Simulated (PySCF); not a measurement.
# Radial density of Si²⁺ (silicon, charge +2)

UHF, [Ne] 3s1 3d1, high-spin 3D determinant (an excited configuration). Calculation: PySCF 2.14, in aug-cc-pV(T+d)Z with one added diffuse shell each of s, p, d, f type (7s6p5d3f, 71 functions); the non-relativistic Hamiltonian (point nucleus).

```json
{"r (bohr)": "0.00151", "4πr²ρ (e/bohr)": "0.04841", "4πr²(ρα − ρβ)": "0.0001"}
{"r (bohr)": "0.00254", "4πr²ρ (e/bohr)": "0.1329", "4πr²(ρα − ρβ)": "0.0004"}
{"r (bohr)": "0.00427", "4πr²ρ (e/bohr)": "0.3585", "4πr²(ρα − ρβ)": "0.0011"}
{"r (bohr)": "0.00718", "4πr²ρ (e/bohr)": "0.9345", "4πr²(ρα − ρβ)": "0.0029"}
{"r (bohr)": "0.0121", "4πr²ρ (e/bohr)": "2.307", "4πr²(ρα − ρβ)": "0.0071"}
{"r (bohr)": "0.0203", "4πr²ρ (e/bohr)": "5.186", "4πr²(ρα − ρβ)": "0.0157"}
{"r (bohr)": "0.0342", "4πr²ρ (e/bohr)": "9.988", "4πr²(ρα − ρβ)": "0.0291"}
{"r (bohr)": "0.0575", "4πr²ρ (e/bohr)": "14.90", "4πr²(ρα − ρβ)": "0.0376"}
{"r (bohr)": "0.0967", "4πr²ρ (e/bohr)": "14.93", "4πr²(ρα − ρβ)": "0.0191"}
{"r (bohr)": "0.163", "4πr²ρ (e/bohr)": "10.20", "4πr²(ρα − ρβ)": "-0.0045"}
{"r (bohr)": "0.274", "4πr²ρ (e/bohr)": "11.47", "4πr²(ρα − ρβ)": "0.0761"}
{"r (bohr)": "0.460", "4πr²ρ (e/bohr)": "13.94", "4πr²(ρα − ρβ)": "0.1110"}
{"r (bohr)": "0.774", "4πr²ρ (e/bohr)": "6.023", "4πr²(ρα − ρβ)": "0.0478"}
{"r (bohr)": "1.30", "4πr²ρ (e/bohr)": "1.167", "4πr²(ρα − ρβ)": "0.6421"}
{"r (bohr)": "2.19", "4πr²ρ (e/bohr)": "0.8411", "4πr²(ρα − ρβ)": "0.8369"}
{"r (bohr)": "3.68", "4πr²ρ (e/bohr)": "0.2628", "4πr²(ρα − ρβ)": "0.2628"}
{"r (bohr)": "6.19", "4πr²ρ (e/bohr)": "0.01752", "4πr²(ρα − ρβ)": "0.0175"}
{"r (bohr)": "10.4", "4πr²ρ (e/bohr)": "1.142e-05", "4πr²(ρα − ρβ)": "0.0000"}
```

The outer electron is Rydberg-like, and this basis confines it to a smaller radius and binds it less than a complete one would.

**Question.** Where is the radial spin density 4πr²(ρα − ρβ) most negative, and why is it negative at all?

**Answer.** Around r = 0.163 bohr, down to -0.0045 e/bohr: exchange with the open shell polarises the paired shells in an unrestricted calculation.
